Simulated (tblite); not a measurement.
Species: C4H7ClFSi2 (doublet state).
Atom-mapped SMILES: `[CH2:1][C:2]#[C:3][Si@:4]([F:5])([SiH3:6])[CH2:7][Cl:8]` (hydrogens: H9, H10 on C1; H11, H12, H13 on Si6; H14, H15 on C7)
Bond orders are those of one Lewis drawing.

Computed with GFN2-xTB (tblite), gas phase: L-BFGS steps from a force-field or distance-geometry start until the largest atomic force falls under 0.01 eV/Å.

Step 10: E = -674.6274 eV
```
atom  x, y, z in Å  |  force x, y, z in eV/Å
C1      2.5432   -2.0833    1.6558   -0.019   0.018  -0.010
C2      1.6891   -1.3927    0.8880    0.007  -0.087  -0.006
C3      0.8778   -0.8449    0.1329   -0.053  -0.014  -0.049
Si4    -0.2356    0.2193   -0.8441   -0.010  -0.060   0.008
F5      0.2158    0.0645   -2.4001    0.024   0.015  -0.041
Si6    -0.3394    2.4472   -0.2459    0.016   0.053   0.018
C7     -2.0104   -0.5073   -0.8777   -0.091  -0.032   0.041
Cl8    -2.6703   -0.5393    0.7796   -0.019  -0.016   0.077
H9      2.2548   -2.4092    2.6407    0.041   0.021  -0.031
H10     3.5258   -2.3355    1.2943   -0.041   0.016   0.045
H11    -0.7691    2.5632    1.1478    0.012   0.030  -0.012
H12    -1.2961    3.1786   -1.0865    0.028   0.023   0.016
H13     0.9823    3.0607   -0.3905   -0.017   0.044   0.006
H14    -2.0767   -1.5220   -1.2603    0.098  -0.063   0.007
H15    -2.6956    0.1086   -1.4558    0.022   0.050  -0.069
```

Step 11: E = -674.6292 eV
```
atom  x, y, z in Å  |  force x, y, z in eV/Å
C1      2.5431   -2.0823    1.6563   -0.043   0.030  -0.034
C2      1.6877   -1.3939    0.8864   -0.007  -0.092  -0.016
C3      0.8743   -0.8528    0.1276   -0.018  -0.018  -0.005
Si4    -0.2393    0.2180   -0.8431    0.052  -0.036  -0.005
F5      0.2167    0.0641   -2.3998    0.002   0.021  -0.008
Si6    -0.3378    2.4501   -0.2451    0.006   0.033   0.006
C7     -2.0122   -0.5103   -0.8749   -0.038  -0.009   0.004
Cl8    -2.6711   -0.5403    0.7808   -0.037  -0.018   0.085
H9      2.2531   -2.4079    2.6417    0.059   0.030  -0.059
H10     3.5258   -2.3342    1.2926   -0.061   0.020   0.066
H11    -0.7692    2.5656    1.1488    0.018   0.029  -0.022
H12    -1.2953    3.1820   -1.0863    0.040   0.012   0.026
H13     0.9834    3.0661   -0.3904   -0.030   0.030   0.009
H14    -2.0729   -1.5247   -1.2590    0.072  -0.063   0.011
H15    -2.6907    0.1084   -1.4575   -0.014   0.031  -0.059
```

Step 12: E = -674.6308 eV
```
atom  x, y, z in Å  |  force x, y, z in eV/Å
C1      2.5423   -2.0810    1.6561   -0.048   0.026  -0.042
C2      1.6858   -1.3966    0.8843   -0.032  -0.078  -0.034
C3      0.8710   -0.8605    0.1228    0.005  -0.019   0.023
Si4    -0.2416    0.2163   -0.8422    0.075   0.000  -0.016
F5      0.2175    0.0642   -2.3997   -0.017   0.026   0.020
Si6    -0.3362    2.4532   -0.2443    0.000  -0.008  -0.009
C7     -2.0148   -0.5133   -0.8723    0.022   0.013  -0.026
Cl8    -2.6725   -0.5417    0.7836   -0.046  -0.019   0.059
H9      2.2527   -2.4060    2.6416    0.056   0.030  -0.050
H10     3.5247   -2.3326    1.2924   -0.047   0.018   0.065
H11    -0.7689    2.5684    1.1493    0.020   0.028  -0.022
H12    -1.2939    3.1855   -1.0856    0.042   0.007   0.027
H13     0.9839    3.0717   -0.3902   -0.030   0.021   0.009
H14    -2.0681   -1.5283   -1.2576    0.038  -0.037   0.024
H15    -2.6864    0.1088   -1.4602   -0.037  -0.008  -0.030
```

**Question.** Estimate the geometry and energy of step 13. (The exact step hangs on the optimiser's Hessian estimate; all steps are aligned on step 12, rigid shifts and turns removed.)

**Answer.** E = -674.6320 eV, largest force 0.089 eV/Å
```
atom  x, y, z in Å  |  force x, y, z in eV/Å
C1      2.5409   -2.0797    1.6554   -0.034   0.007  -0.032
C2      1.6837   -1.4001    0.8820   -0.050  -0.058  -0.046
C3      0.8682   -0.8670    0.1192    0.004  -0.011   0.023
Si4    -0.2418    0.2150   -0.8415    0.053   0.030  -0.017
F5      0.2178    0.0647   -2.3994   -0.024   0.028   0.026
Si6    -0.3349    2.4556   -0.2438    0.000  -0.044  -0.017
C7     -2.0163   -0.5155   -0.8708    0.059   0.025  -0.032
Cl8    -2.6746   -0.5431    0.7868   -0.039  -0.017   0.009
H9      2.2534   -2.4040    2.6405    0.039   0.023  -0.015
H10     3.5229   -2.3309    1.2934   -0.010   0.013   0.046
H11    -0.7682    2.5712    1.1492    0.019   0.026  -0.014
H12    -1.2919    3.1883   -1.0845    0.034   0.008   0.020
H13     0.9836    3.0766   -0.3898   -0.022   0.018   0.009
H14    -2.0636   -1.5319   -1.2559    0.012  -0.001   0.038
H15    -2.6837    0.1088   -1.4628   -0.041  -0.047   0.001
```

The energy changes by -0.0012 eV. The first-order estimate −F·Δx gives -0.0018 eV and the mean of the old and new forces, exact on a quadratic surface, -0.0012 eV. The step makes an angle of 60° with the force vector and moves no atom by more than 0.008 Å.

The cost below is that of the whole relaxation. The run took 0.64 s on one thread, AMD EPYC 9R45 (x86_64) (shared host).
